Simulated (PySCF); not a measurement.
From one molecule to another.

First species: C4H11NO3Si.
Cartesian coordinates in Å at the GFN2-xTB level; atoms count from 1:
```xyz
20
C4H11NO3Si angstrom
C     -1.9317   -1.2915   -0.1676
N     -1.3996    0.0493   -0.2230
C     -2.4340    1.0497   -0.1072
Si     0.1784    0.4282    0.3315
O      0.4950    1.9399   -0.1505
C      1.4040   -0.7609   -0.5481
C      2.7182   -0.1207   -0.3876
O      3.0306    0.9550   -0.8525
O      3.5537   -0.8037    0.4084
H     -2.4321   -1.4901    0.7874
H     -1.1305   -2.0131   -0.2970
H     -2.6626   -1.4273   -0.9687
H     -3.1566    0.9284   -0.9176
H     -2.9671    0.9688    0.8468
H     -1.9832    2.0339   -0.1732
H      0.4182    0.3491    1.7822
H      1.3500    2.0850   -0.5679
H      1.1401   -0.7954   -1.6016
H      1.4218   -1.7609   -0.1317
H      4.3824   -0.3130    0.5254
```

Second species: C6H11OPSi.
SMILES: `P[Si@H](C(=O)C)C(=C)C=C`

Levels: PBE0/pcSseg-1 for HOMO energy, LUMO energy and HOMO–LUMO gap. Geometries: GFN2-xTB. Each structure is a single optimised conformer of the isolated species, non-relativistic unless stated. Electronic properties by PySCF.

Dipoles, sizes and rotational constants follow the conformer. The torsions of the flexible species, by atom-mapped SMILES:
- `[CH2:1]=[CH:2][C:3](=[CH2:4])[Si@H:5]([PH2:6])[C:7]([CH3:8])=[O:9]`: C1–C2–C3–C4 -179°, C2–C3–Si5–P6 178°, C3–Si5–C7–C8 -142°, H–P6–Si5–C3 -173°, H–P6–Si5–C3 -81°

The conformers of `CN(C)[Si@H](O)CC(=O)O` aren't listed.

```
     property  column X  column Y
  HOMO energy  -6.67 eV  -6.46 eV
  LUMO energy  -1.19 eV  -0.07 eV
HOMO–LUMO gap   5.48 eV   6.39 eV
```

Q: Which column belongs to which species?

A: Column X is the second species and column Y the first. The first has 20 atoms and 80 electrons, the second 20 and 84.

Q: How does each property change from the first species to the second?

A: HOMO energy -0.21 eV; LUMO energy -1.12 eV; HOMO–LUMO gap -0.91 eV.

